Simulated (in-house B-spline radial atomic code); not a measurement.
PBE0 excitations of Tl⁺

Method: PBE0. Computed with a B-spline radial code for spherical atoms: linear response of the closed shell [Xe] 4f14 5d10 6s2 with the functional's adiabatic kernel; scalar-relativistic (spin-free one-electron X2C), finite nucleus, no spin-orbit coupling, no double excitations, S, P, D and F terms only; shells from n = 4 respond. Only terms of natural parity with L up to 3 were computed.

Spin-orbit coupling is strong here, so these LS terms don't match observed levels.

Command:
```bash
python run_td.py task.json out
```
Settings (radii: box in bohr, nucleus in fm):
```
Z                        81
electrons                80
configuration            [Xe] 4f14 5d10 6s2
hamiltonian              x2c
method                   pbe0
box_radius               15
wall_radius              15
rms_radius               5.4759
intervals                69
```

Run time, properties included: 3.1 s on 1 thread of Intel(R) Xeon(R) Platinum 8375C CPU @ 2.90GHz (Ice Lake), on a shared host.

Confined states, up to the first strongly mixed one, which can leave gaps near the end. Labels give the largest channel, * marks a mixed state, and oscillator strengths are full-response dipole values. Semilocal kernels can invert the small singlet-triplet splittings of Rydberg terms. Energies in eV:

```json
{"state": "6s → 6p 3P", "full response": "6.900", "Tamm-Dancoff": "7.022", "oscillator strength": "-"}
{"state": "6s → 6p 1P", "full response": "?", "Tamm-Dancoff": "?", "oscillator strength": "?"}
{"state": "6s → 7s 3S", "full response": "12.348", "Tamm-Dancoff": "12.353", "oscillator strength": "-"}
{"state": "6s → 7s 1S", "full response": "?", "Tamm-Dancoff": "?", "oscillator strength": "-"}
{"state": "6s → 6d 3D", "full response": "13.725", "Tamm-Dancoff": "13.730", "oscillator strength": "-"}
{"state": "6s → 6d 1D", "full response": "13.864", "Tamm-Dancoff": "13.868", "oscillator strength": "-"}
{"state": "6s → 7p 3P", "full response": "14.052", "Tamm-Dancoff": "14.073", "oscillator strength": "-"}
{"state": "6s → 7p 1P", "full response": "14.283", "Tamm-Dancoff": "14.302", "oscillator strength": "0.0025"}
{"state": "5d → 6p 3P", "full response": "14.647", "Tamm-Dancoff": "14.678", "oscillator strength": "-"}
{"state": "5d → 6p 3F", "full response": "14.706", "Tamm-Dancoff": "14.746", "oscillator strength": "-"}
```

Question: Where does 6s → 7s 1S lie?

Answer: At 12.720 eV in full response, 12.741 eV in Tamm-Dancoff.

Question: Where does 6s → 6p 1P lie?

Answer: At 8.976 eV in full response, 9.237 eV in Tamm-Dancoff, oscillator strength 1.4.

Question: How large is the singlet-triplet splitting of 6s → 6p (P terms) in Tamm-Dancoff?

Answer: 2.21 eV, from the unrounded values.

Question: What polarisabilities and dispersion coefficient does the method give?

Answer: Dipole 20.72 bohr³, quadrupole 95.13 bohr⁵, C6 167.4 hartree·bohr⁶ for two such species.
